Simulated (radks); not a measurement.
Values are calculated unless marked as measured or tabulated.
Ionisation of Tm, [Xe] 4f13 6s2, to Tm+, [Xe] 4f13 6s1, under several functionals. Dirac Kohn-Sham, spin-unpolarised, spherical densities, point nucleus; open shells fill j = l - 1/2 first; a radial shooting solver on a logarithmic mesh with Libxc functionals.

\begin{tabular}{lrrrrrr}
functional & E(Tm) (hartree) & Exc (hartree) & IE (eV) & -e(HOMO) (eV) & <r> HOMO (bohr) & IE error (eV) \\ \hline
RPBE & -13582.6313 & -287.3507 & 6.353 & 2.516 & 0.8238 & +0.168 \\
exchange-only PBE & -13578.1622 & -282.8108 & 5.905 & 1.522 & 0.8296 & -0.279 \\
PW91 & -13583.6551 & -288.3892 & 6.499 & 2.599 & 0.8241 & +0.315 \\
PBE & -13582.1820 & -286.8959 & 6.461 & 2.539 & 0.8243 & +0.276 \\
BLYP & -13583.0665 & -287.7776 & 6.428 & 2.321 & 0.8259 & +0.244 \\
Wu-Cohen GGA & -13581.1356 & -285.8434 & 6.459 & 2.570 & 0.8243 & +0.275 \\
SOGGA & -13577.3616 & -282.0279 & 6.361 & 2.498 & 0.8241 & +0.177 \\
LDA (Slater exchange, VWN5 correlation) & -13573.7455 & -278.3828 & 6.678 & 2.768 & 0.8238 & +0.494 \\
HCTH/407 & -13590.2925 & -295.3807 & 6.396 & 3.307 & 0.8109 & +0.212 \\
\end{tabular}

NIST Atomic Spectra Database: 6.184 eV (measured). Closest: RPBE. The Delta-SCF values span 0.77 eV, the total energies 16.55 hartree. The highest occupied level is 4f7/2. Spin polarisation and multiplet splitting are left out, so open shells lie too high by an amount that depends on their filling.

Beside tabulated values, note that spin-unpolarised runs miss the spin-polarisation part of the exchange energy of open shells.
